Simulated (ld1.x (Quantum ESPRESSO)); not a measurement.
**V, TM: configuration errors across variants**

```
Element                 : vanadium (V)
Generator               : ld1.x (Quantum ESPRESSO) 7.5
Type                    : norm-conserving Troullier–Martins (Kleinman–Bylander form)
Functional              : Wu–Cohen
Relativity              : scalar-relativistic
Frozen core             : [Ar]
Valence charge          : 5
Reference configuration : 3d3 4s2 4p0
Partial waves           : 4s (bound): rc 2.25 bohr; 4p (bound, empty): rc 2.90 bohr; 3d (bound): rc 2.25 bohr
Local potential         : the d channel
Core correction         : a·sin(br)/r model core inside 1.95 bohr
```

All-electron excitation energies from the reference (eV): (1) 3d3 4s1 4p0 7.759; (2) 3d3 4s0 4p0 21.912; (3) 3d2 4s0 4p0 50.793; (4) 3d3 4s1.5 4p0 3.107; (5) 3d4 4s0 4p0 7.127; (6) 3d4 4s1 4p0 0.582; (7) 3d3 4s0 4p2 6.909.

3 further variants failed, have other tests or another functional or relativity, and are left out.

A true bound ghost makes a file unfit for plane-wave use even where its test errors are small: the radial tests pick states by their node count and pass the ghost by. Where a test does run into it, the solver fails or the error is huge.

Errors AE − PS in meV (a dash: test not solved or not reliable):

| change | (1) | (2) | (3) | (4) | (5) | (6) | (7) | bound ghosts |
| --- | --- | --- | --- | --- | --- | --- | --- | --- |
| base | -3.9 | -41 | -259 | -0.7 | -106 | -76 | -15 | s, p |
| all radii but the core radius scaled by about 1.12 (s 2.52, p 3.26, d 2.52 bohr) | -3.9 | -41 | -205 | -0.7 | -46 | -56 | +2.1 | s |
| wave 4p (bound): rc 2.90 bohr becomes 4p (bound): rc 2.64 bohr | -3.9 | -41 | -259 | -0.7 | -106 | -76 | -13 | s, p |
| local potential the s channel | -3.9 | -44 | -325 | -0.7 | -139 | -102 | -13 | none |
| core correction a·sin(br)/r model core inside 1.90 bohr | -3.5 | -39 | -264 | -0.6 | -111 | -79 | -14 | s, p |

Question: Give the same row for: wave 4s (bound): rc 2.25 bohr becomes 4s (bound): rc 2.38 bohr.

Answer: -4.1, -42, -249, -0.7, -113, -80, –; bound ghosts: s, p. Not counted: 3d3 4s0 4p2 (solver errors, printed error -128 eV).
